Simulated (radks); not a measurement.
Question: Radial electron density D(r) = 4 pi r^2 rho(r) of an atom or ion with 60 electrons. Method: scalar-relativistic Kohn-Sham, B86b exchange with PBE correlation, spin-unpolarised, spherical densities, point nucleus; computed with a radial shooting solver on a logarithmic mesh with Libxc functionals.

```
   r/bohr * D(r) (the largest magnitude, 108, reaches the edge; | marks zero)
 0.001273 |  *
 0.001726 |   *
  0.00232 |      *
 0.003145 |          *
 0.004262 |               *
 0.005776 |                      *
 0.007828 |                              *
  0.01061 |                                     *
  0.01426 |                                         *
  0.01933 |                                        *
   0.0262 |                                     *
  0.03551 |                                     *
  0.04812 |                                             *
  0.06521 |                                                      *
  0.08838 |                                                  *
   0.1188 |                                         *
    0.161 |                                            *
   0.2183 |                                              *
   0.2958 |                            *
   0.4009 |                  *
   0.5433 |                      *
   0.7305 |               *
     0.99 |       *
    1.342 |    *
    1.818 |  *
    2.464 |*
     3.34 *
     4.49 *
    6.086 *
    8.248 *
```

What is the nuclear charge?

Answer: Z = 62. The innermost maximum, from 1s, lies near gamma/Z bohr with gamma = sqrt(1 - (Z/c)^2) = 0.892, here 0.0144 bohr (found: 0.0158), and its height grows with Z. The density is that of the samarium ion Sm2+ in [Kr] 4d10 4f6 5s1.75 5p6 6s0.25; the configuration itself is not fixed sharply by these data, and Z only to a few units. D(r) has 4 maxima, at r = 0.0158, 0.0701, 0.197, 0.543 bohr, and minima at 0.0303, 0.129, 0.391 bohr, inside which lie 1.94, 11.12, 29.26 electrons.
